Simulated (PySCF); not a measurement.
## Which basis set comes closest?

Molecule: SMILES CSC1=CC=CO1, C$_{5}$H$_{6}$OS.

Mapped SMILES: `[CH3:1][S:2][c:3]1[cH:4][cH:5][cH:6][o:7]1`. Each H is labelled by its parent atom.

Geometry PBE0-D3(BJ)/def2-SVP throughout; GIAO in PySCF 2.14, gas phase, one conformer, non-relativistic; equivalent atoms averaged; functional PBE0.

Reference values (estimated from measurements, as parent shift plus tabulated substituent increments; solution, not stated per compound (mostly CDCl3 or CCl4); Pretsch, Buehlmann, Badertscher, Structure Determination of Organic Compounds, 4th ed. (2009)): δ(H(C4)) = 6.43 ppm, δ(H(C5)) = 6.39 ppm, δ(H(C6)) = 7.55 ppm. Computed shifts are taken against TMS, calculated as an isolated molecule at each level.

Problem. How do the basis sets STO-3G, pcSseg-0, 6-31G, 6-31G*, cc-pVDZ, def2-SVP, pcSseg-1, aug-cc-pVDZ, 6-311+G(2d,p), def2-TZVP, cc-pVTZ, IGLO-III perform against the reference? Times are CPU seconds on shared hosts with different chips, so compare them loosely.

Solution. 
```csv
basis set,functions,H(C4),H(C5),H(C6),mean abs. error H,core-s
STO-3G,45,5.17,5.60,6.41,1.06,4.2
pcSseg-0,79,5.87,6.39,7.28,0.28,6.8
6-31G,79,6.02,6.41,7.39,0.20,8.6
6-31G*,114,5.77,6.17,7.12,0.44,13
cc-pVDZ,132,5.92,6.35,7.23,0.29,13
def2-SVP,132,5.85,6.30,7.00,0.41,12
pcSseg-1,156,6.18,6.55,7.36,0.20,24
aug-cc-pVDZ,219,6.12,6.62,7.66,0.22,26
"6-311+G(2d,p)",233,6.09,6.58,7.53,0.18,35
def2-TZVP,259,6.13,6.62,7.52,0.19,34
cc-pVTZ,298,6.10,6.56,7.46,0.20,42
IGLO-III,314,6.11,6.57,7.54,0.17,41
```

For ¹H the closest is IGLO-III (0.17 ppm, with 6-311+G(2d,p), def2-TZVP, cc-pVTZ, 6-31G, pcSseg-1 practically level) and the furthest STO-3G (1.06 ppm). Where a smaller basis beats a larger one, errors probably cancel. One molecule is a small sample, and vibrational and solvent effects are absent from the calculation.

A small basis that lands close on one nucleus may do so by chance; judge by the trend and by all nuclei.
